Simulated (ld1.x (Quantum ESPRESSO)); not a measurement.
Building the TM potential for B (Z = 5) (Wu–Cohen, scalar-relativistic).

| Quantity | Value |
| --- | --- |
| Element | boron (B) |
| Generator | ld1.x (Quantum ESPRESSO) 7.5 |
| Type | norm-conserving Troullier–Martins (Kleinman–Bylander form) |
| Functional | Wu–Cohen |
| Relativity | scalar-relativistic |
| Frozen core | [He] |
| Valence charge | 3 |
| Reference configuration | 2s2 2p1 |
| Partial waves | 2p (bound): rc 3.40 bohr; 3d channel at -0.05 Ry: rc 2.75 bohr; 2s (bound): rc 1.00 bohr |
| Local potential | the s channel |
| Core correction | a·sin(br)/r model core inside 0.55 bohr |

Task: Estimate the cutoffs (Ry, on a coarse ladder) from which the occupation-weighted sum of valence levels, in a spherical-Bessel basis at the reference potential, stays within 10 and 1 mRy of its value at 400 Ry.

Result: 55 Ry and 140 Ry.

Task: What does a ghost test show?

Result: No extra level below or beside the all-electron valence levels (p, d, s, f tested).

Task: Which valence shell sets the plane-wave cutoff?

Result: 2s: its level needs 110 Ry to come within 1 mRy, against 12 Ry for 2p.

Task: Tests: 2s2 2p0; 2s1 2p0; 2s2 2p0.5; 2s1 2p1; 2s0 2p3; 2s2 2p1.3; 2s1 2p2. Which has the largest error in its energy relative to the reference configuration, and how large is it?

Result: 2s1 2p0, with +362 meV (all-electron minus pseudo) on +33.45 eV.
